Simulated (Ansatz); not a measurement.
Reaction (silylene loss): `[SiH3][SiH2][SeH]` → `[SiH3][SeH]` + `[SiH2]`

Gas-phase electronic energies from Ansatz, PBE0-D4/def2-TZVP geometries. CCSD(T)/CBS is the MP2 limit (def2-TZVPP, def2-QZVPP) plus CCSD(T) − MP2 in def2-TZVPP, frozen cores. This one scheme is used for every species. DFT in def2-TZVPP. For Se outer-core shells are correlated without core-valence functions, which leaves a few kJ/mol of doubt a bond. Scalar relativity is left out up to krypton. One conformer a species, not always the lowest.

```csv
level,ΔE (kJ/mol),difference from CCSD(T)/CBS
LDA (SPW92),280.0,38.9
r2SCAN-D4,265.1,24.0
r2SCANh-D4,265.2,24.1
r2SCAN0-D4,265.3,24.2
PBE,248.1,7.0
r2SCAN,262.9,21.8
MP2/def2-SVP,240.2,-0.9
CCSD(T)/def2-SVP,223.1,-18.0
SCS-MP2/def2-TZVPP,235.3,-5.8
MP2/CBS(def2),256.3,15.2
CCSD(T)/CBS,241.1,0
```

Problem. What do rigid-rotor, harmonic-oscillator terms from PBE0-D4/def2-TZVP frequencies (298.15 K, 1 bar) make of the CCSD(T)/CBS value? (An estimate is asked.)

Solution. Ansatz gave: ΔZPE = -14.6 kJ/mol, ΔH = +230.0 kJ/mol, ΔS = 145 J/(mol·K), ΔG = +186.8 kJ/mol.

Largest T1 diagnostic among the species: 0.014.

The D4 term adds +13.9 kJ/mol with B3LYP and +7.6 kJ/mol with PBE0; it sums over pairs of atoms, weighted by their polarisabilities, and B3LYP, whose exchange is more repulsive, gets the larger term. From PBE to PBE0 (25 % exact exchange), in def2-TZVPP and without D4, ΔE moves by +5.8 kJ/mol. Leaving LDA and LC-ωPBE aside and taking each functional with its dispersion term where it has one, the values, not all of them listed here, spread over 35.1 kJ/mol, from BLYP-D4 to r2SCAN0-D4. LDA lies +31.9 kJ/mol from PBE without D4.

B3LYP here is the variant with VWN-RPA as its local correlation; programs differ in this.
